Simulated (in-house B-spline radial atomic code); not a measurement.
Successive ionisation energies of tellurium; each step leads to the configuration of the next row (after the last: [Ar] 3d10 4s2 4p1/2(2) 4p3/2(3)). Dirac energy differences include first-order Breit, QED and recoil terms. NIST's values go from ground level to ground level; the uncertainty of those that are theory runs from under 0.1 % in few-electron ions to several per cent in heavy many-electron ones. Computed with an all-electron radial atomic-structure program (B-spline basis): Dirac-Hartree-Fock, jj configuration that fills j = l - 1/2 first, finite nuclei.

A number in brackets counts the electrons of a j subshell.

```
  ion           configuration  ionisation energy (eV)  tabulated value (eV)  computed minus tabulated (eV)  highest orbital  largest mean radius (bohr)
Te10+  [Kr] 4d3/2(4) 4d5/2(2)                   216.7                   215                            1.7            4d5/2                     0.86901
Te11+  [Kr] 4d3/2(4) 4d5/2(1)                   242.2                   245                           -2.8            4d5/2                     0.85249
Te12+           [Kr] 4d3/2(4)                   271.5                   272                           -0.5            4d3/2                     0.82964
Te13+           [Kr] 4d3/2(3)                   298.5                   299                           -0.5            4d3/2                     0.81463
Te14+           [Kr] 4d3/2(2)                   326.1                   328                           -1.9            4d3/2                     0.80081
Te15+           [Kr] 4d3/2(1)                   354.5                   354                            0.5            4d3/2                     0.78761
Te16+       [Ar] 3d10 4s2 4p6                   461.0                   461                            0.0            4p3/2                     0.74423
```
